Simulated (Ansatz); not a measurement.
Stepwise reaction of `[F][GaH2]` with hydrogen fluoride, as a gas-phase model of exchange steps in deposition or etching. ΔE in kJ/mol; ΔG adds harmonic PBE0-D4 terms to CCSD(T)/CBS, at 1 bar.

Calculated with Ansatz (gas phase, PBE0-D4/def2-TZVP geometries, no zero-point term in ΔE). CCSD(T)/CBS is the MP2 limit (def2-TZVPP, def2-QZVPP) plus CCSD(T) − MP2 in def2-TZVPP, frozen cores. This one scheme is used for every species. Functionals use def2-TZVPP. B3LYP here is the variant with VWN-RPA as its local correlation; programs differ in this. For Ga outer-core shells are correlated without core-valence functions, which leaves a few kJ/mol of doubt a bond. Scalar relativity is left out up to krypton.

```tsv
step	reaction	PBE-D4	B3LYP-D4	ωB97M-V	CCSD(T)/CBS	ΔG(400 K)
1	`[F][GaH2]` + H–F → `[F][GaH][F]` + H₂	-68.7	-71.4	-69.4	-67.2	-67.8
2	`[F][GaH][F]` + H–F → `[F][Ga]([F])[F]` + H₂	-31.2	-34.0	-32.7	-30.7	-27.7
```

Q: By hand: ΔE of the 2 steps together at CCSD(T)/CBS.

A: (-67.2) + (-30.7) = -97.9 kJ/mol, or -49.0 kJ/mol a step.

In ΔE each step is higher than the one before. All are downhill at CCSD(T)/CBS. ΔG lies between -67.8 and -27.7 kJ/mol a step. PBE-D4 differs from CCSD(T)/CBS by -1.5 to -0.5 kJ/mol a step. Isolated molecules leave out the surface, adducts and barriers. Largest T1 diagnostic: 0.015.
